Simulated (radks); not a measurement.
Values are calculated unless marked as measured or tabulated.
Excited configurations of the helium ion He+: one electron is placed in a higher orbital outside the bare nucleus. The ground configuration is 1s1. Level of theory: Dirac Kohn-Sham, PBE, spin-unpolarised, spherical densities, point nucleus; open shells fill j = l - 1/2 first (a radial shooting solver on a logarithmic mesh with Libxc functionals). Excitation = E - E(ground); binding = E(ion) - E, where the ion is the core of charge +2; n* = 2/sqrt(2 binding) in atomic units, and the quantum defect is n - n*.

outer orbital  excitation (eV)  binding (eV)     n*  quantum defect  eigenvalue (eV)  <r> (bohr)
2s1/2                   38.220        13.540  2.005          -0.005          -10.561       2.981
4f5/2                   48.331         3.429  3.984           0.016           -2.477       8.998
5s1/2                   49.444         2.316  4.847           0.153           -1.892       18.15
5d3/2                   49.454         2.306  4.858           0.142           -1.839       16.77
5f5/2                   49.476         2.284  4.882           0.118           -1.766       15.43
6s1/2                   50.132         1.628  5.781           0.219           -1.342       26.06
7d3/2                   50.551         1.209  6.710           0.290           -0.993       33.91

The Delta-SCF ionisation energy is 51.760 eV (NIST Atomic Spectra Database: 54.418 eV, theoretical). Self-interaction in the functional shifts the binding energies and quantum defects, so they are the method's values and not measured ones. Spin polarisation and multiplet splitting are left out, so open shells lie too high by an amount that depends on their filling.

Beside tabulated values, note that spin-unpolarised runs miss the spin-polarisation part of the exchange energy of open shells.
